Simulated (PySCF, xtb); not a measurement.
CH2N, SMILES C#[NH+], charge +1.

GFN2-xTB (xtb) at its own geometry gives an orbital gap of 7.42 eV.

Geometry optimised at PBE0-D3(BJ)/def2-TZVPD. The isomer is the one that the SMILES or the coordinates give; other isomers of the formula were not compared.

What does M06-2X/def2-TZVPD (PySCF) give? (An estimate is asked for; the answer gives what the named calculation found.)

gap 14.24 eV (levels -21.15 and -6.91 eV).
